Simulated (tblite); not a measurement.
C₇H₁₁Cl.
SMILES with atom numbers: `[Cl:1][C:2]1=[CH:3][CH2:4][CH2:5][CH2:6][CH2:7][CH2:8]1` (hydrogens: H9 on C3; H10, H11 on C4; H12, H13 on C5; H14, H15 on C6; H16, H17 on C7; H18, H19 on C8)

Computed with GFN2-xTB (tblite), gas phase: L-BFGS steps from a force-field or distance-geometry start until the largest atomic force falls under 0.01 eV/Å.

Geometry at step 1:
```
atom  x, y, z in Å
Cl1    -1.2137    2.9862    0.8679
C2     -0.5267    1.5356    0.1706
C3      0.7537    1.4099    0.3969
C4      1.6720    0.3097   -0.0460
C5      1.1632   -1.0647    0.3936
C6     -0.0978   -1.3755   -0.4050
C7     -1.3576   -0.7250    0.1481
C8     -1.5056    0.6285   -0.5384
H9      1.2641    2.1872    0.9557
H10     2.6560    0.4974    0.3863
H11     1.7266    0.2805   -1.1467
H12     0.9997   -1.1146    1.4837
H13     1.9028   -1.8173    0.1028
H14    -0.2671   -2.4439   -0.4963
H15     0.0596   -0.9625   -1.4128
H16    -2.2181   -1.3614   -0.0822
H17    -1.2623   -0.4905    1.2178
H18    -1.2278    0.5369   -1.6069
H19    -2.5309    0.9929   -0.3964
```

**Question.** Give the atomic forces at this geometry.

**Answer.** 
```csv
atom,Fx (eV/Å),Fy (eV/Å),Fz (eV/Å)
Cl1,-0.425,0.076,-0.069
C2,-1.199,0.653,-0.342
C3,1.482,-0.146,0.025
C4,-0.163,-0.187,0.096
C5,0.052,-0.262,-0.232
C6,-0.081,-0.142,0.061
C7,0.003,0.165,-0.251
C8,0.264,0.411,0.365
H9,-0.182,-0.016,-0.006
H10,0.018,-0.031,-0.213
H11,0.246,0.205,0.325
H12,0.042,0.030,-0.492
H13,0.131,0.080,0.269
H14,0.184,-0.233,0.089
H15,-0.014,-0.521,0.125
H16,0.043,0.161,0.307
H17,-0.280,-0.648,-0.209
H18,-0.453,0.277,0.452
H19,0.331,0.127,-0.302
```

The largest, 1.49 eV/Å, acts on C3; the rms over all components is 0.362 eV/Å. The forces sum to zero within rounding, as they must for an isolated molecule in no field.

**Question.** Give the force on C3 in Eh/bohr and in nN.

**Answer.** 1.489 eV/Å ÷ 51.422 = 0.02896 Eh/bohr, and 1.489 eV/Å × 1.602 = 2.39 nN.

**Question.** How far is this geometry from the end of the optimisation?

**Answer.** 0.408 eV above it, and 0.263 Å rms away after alignment. The bonds farthest from their final lengths, with half the difference of the two atoms' forces along the bond (positive lengthens):

```json
{"bond": "C2=C3", "now (Å)": "1.306", "final (Å)": "1.324", "force along bond (eV/Å)": "+1.38"}
{"bond": "C2–C8", "now (Å)": "1.511", "final (Å)": "1.497", "force along bond (eV/Å)": "-0.57"}
{"bond": "C8–H18", "now (Å)": "1.108", "final (Å)": "1.094", "force along bond (eV/Å)": "-0.13"}
{"bond": "C5–H12", "now (Å)": "1.103", "final (Å)": "1.092", "force along bond (eV/Å)": "-0.13"}
{"bond": "Cl1–C2", "now (Å)": "1.750", "final (Å)": "1.740", "force along bond (eV/Å)": "-0.34"}
{"bond": "C4–H11", "now (Å)": "1.102", "final (Å)": "1.094", "force along bond (eV/Å)": "-0.11"}
```

The angle farthest from its final value is C2–C8–C7, 105.0° against 112.4°.

Of the 5 listed bonds off by 0.010 Å or more, this force points towards the final length in 5.

The cost below is that of the whole relaxation. The run took 0.57 s wall on one thread, Intel Xeon Platinum 8488C (x86_64) (shared host).
